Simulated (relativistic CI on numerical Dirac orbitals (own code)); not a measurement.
**Mo³⁺: resonant inelastic scattering at the M2,3 edge**

Computed with this model: Dirac-Coulomb-Breit CI, separate exchange-only KLI orbitals for each configuration, QED by a radiative potential, valence Slater integrals scaled by 0.8, Kramers-Heisenberg scattering through one core-hole configuration in a parametric crystal field; configurations [Kr] 4d3 → [Ne] 3s2 3p5 3d10 4s2 4p6 4d4; 10 K; core-hole width 1.2 eV; summed over polarisations. Incident energies are the highest absorption maxima for each field (at most a few, so the weaker spin-orbit partner edge can be absent), on the computed scale of the free ion. Intensities are in per cent of the strongest line above 0.02 eV; levels within 1 cm⁻¹ are merged; final levels count from the ground level, the first row holds all elastic scattering, lines under 0.4 are left out and each table stops after 24 rows. The scale of the Slater integrals is a model choice and moves the terms in proportion.

Field parameters in Wybourne normalisation: D4h B²₀ = −7Ds, B⁴₀ = 21(Dq − Dt), B⁴₄ = 21√(5/14) Dq; Oh B⁴₀ = 21Dq, B⁴₄ = √(5/14) B⁴₀; Td as Oh with Dq negative (B⁴₀ = 21Dq, B⁴₄ = √(5/14) B⁴₀). The field is a parameter set, without covalency, and values of 10Dq over about 45,000 cm⁻¹ lie beyond real compounds.

S is read from ⟨S²⟩ = S(S + 1).

Oh, 10Dq = 45200 cm⁻¹:

| Final level (eV) | Degeneracy | Irrep | S | 398.2 eV | 402.1 eV | 403.5 eV |
| --- | --- | --- | --- | --- | --- | --- |
| 0.000 | 4 | Γ8 | 1.50 | 425.9 | 368.9 | 214.8 |
| 1.619 | 4 | Γ8 | 0.50 | 20.7 | 0.7 | 3.2 |
| 1.661 | 4 | Γ8 | 0.50 | 15.6 | 1.5 | 1.3 |
| 1.680 | 2 | Γ6 | 0.50 | 10.4 | 1.2 | 0.8 |
| 2.640 | 4 | Γ8 | 0.50 | 21.8 | 2.4 | 1.7 |
| 2.659 | 2 | Γ7 | 0.50 | 17.4 | 1.7 | 0.9 |
| 5.570 | 2 | Γ7 | 1.50 | 1.4 | 42.4 | 2.6 |
| 5.592 | 4 | Γ8 | 1.50 | 2.7 | 100.0 | 17.2 |
| 5.628 | 4 | Γ8 | 1.50 | 2.4 | 81.4 | 8.1 |
| 5.633 | 2 | Γ6 | 1.50 | 1.2 | 42.6 | 6.1 |
| 6.495 | 2 | Γ6 | 1.48 | 1.3 | 37.3 | 5.7 |
| 6.521 | 4 | Γ8 | 1.50 | 1.5 | 41.4 | 10.1 |
| 6.545 | 2 | Γ7 | 1.50 | 0.2 | 13.5 | 2.7 |
| 6.548 | 4 | Γ8 | 1.50 | 0.4 | 25.8 | 5.7 |
| 6.911 | 2 | Γ6 | 0.54 | 0.1 | 0.4 | 0.5 |
| 7.163 | 2 | Γ6 | 0.50 | 0.0 | 0.4 | 2.8 |
| 7.187 | 2 | Γ7 | 0.50 | 0.1 | 0.4 | 2.7 |
| 7.189 | 4 | Γ8 | 0.50 | 0.2 | 1.9 | 12.1 |
| 7.228 | 4 | Γ8 | 0.51 | 0.1 | 0.6 | 3.5 |
| 7.400 | 4 | Γ8 | 0.50 | 0.0 | 0.1 | 0.6 |
| 7.853 | 2 | Γ6 | 0.50 | 0.1 | 1.0 | 6.4 |
| 7.856 | 4 | Γ8 | 0.50 | 0.2 | 2.0 | 10.8 |

D4h, 10Dq = 21600, Ds = -250, Dt = -560 cm⁻¹:

```
Final level (eV)  Degeneracy  Irrep     S  400.4 eV  417.4 eV
           0.000           2     Γ6  1.50    1096.7     206.6
           0.000           2     Γ7  1.50       1.3       9.2
           1.547           2     Γ7  0.51       9.8      16.0
           1.572           2     Γ6  0.51       3.8      11.8
           1.581           2     Γ7  0.51       1.4      11.1
           1.623           2     Γ6  0.51      12.2      25.5
           1.651           2     Γ6  0.50      11.4      17.1
           2.506           2     Γ7  0.51      19.1      27.5
           2.532           2     Γ6  0.59      43.6      27.2
           2.608           2     Γ7  0.60      34.1      33.6
           2.691           2     Γ7  1.45      66.9       6.4
           2.696           2     Γ6  1.46      98.0      11.3
           3.223           2     Γ6  1.49     100.0       3.0
           3.238           2     Γ6  1.49      63.5       4.6
           3.241           2     Γ7  1.49      64.2       7.5
           3.245           2     Γ7  1.49      53.5       4.9
           3.963           2     Γ7  1.49      41.7       7.5
           3.973           2     Γ6  1.44      50.7       1.5
           3.976           2     Γ7  1.49      37.7       3.5
           4.008           2     Γ6  1.48      39.3       2.6
           4.041           2     Γ7  1.50      22.5       3.7
           4.054           2     Γ6  1.50      13.8       5.4
           4.176           2     Γ6  0.63       3.9       0.2
           4.285           2     Γ7  0.51       1.4       1.2
```

Td, 10Dq = -14300 cm⁻¹:

```csv
Final level (eV),Degeneracy,Irrep,S,399.9 eV,417.4 eV
0.000,4,Γ8,0.82,1867.6,153.5
0.215,2,Γ7,1.50,25.2,18.5
0.266,4,Γ8,1.36,78.4,29.0
0.320,4,Γ8,1.45,37.4,27.3
0.374,2,Γ6,1.50,5.9,7.0
1.589,2,Γ6,0.55,19.4,16.3
1.622,4,Γ8,0.65,100.0,28.2
1.638,2,Γ7,0.68,45.8,11.8
1.668,4,Γ8,0.73,60.2,16.9
1.896,2,Γ7,1.40,2.5,0.9
1.932,4,Γ8,1.48,7.2,3.9
1.933,2,Γ6,1.45,6.1,1.3
1.961,4,Γ8,1.30,4.3,2.2
2.098,2,Γ6,0.56,30.8,4.4
2.161,4,Γ8,0.55,75.8,13.3
2.901,2,Γ6,1.48,6.3,0.9
2.949,4,Γ8,1.45,22.9,3.4
2.965,2,Γ7,1.37,15.4,2.3
2.979,4,Γ8,1.40,20.5,8.6
3.095,4,Γ8,0.73,27.9,3.6
3.145,2,Γ7,0.72,6.6,0.3
3.199,2,Γ6,0.51,3.7,0.0
3.480,2,Γ6,0.51,0.6,0.2
3.509,4,Γ8,0.51,4.5,0.2
```

For the first field the strongest loss at the lowest incident energy is the level at 2.64 eV (S = 0.50, against 1.50 in the thermal ground state). Levels of other spin, the first over 8 % at 1.62 eV, appear because spin-orbit coupling of the core hole, and in heavier ions of the valence shell too, mixes spins.
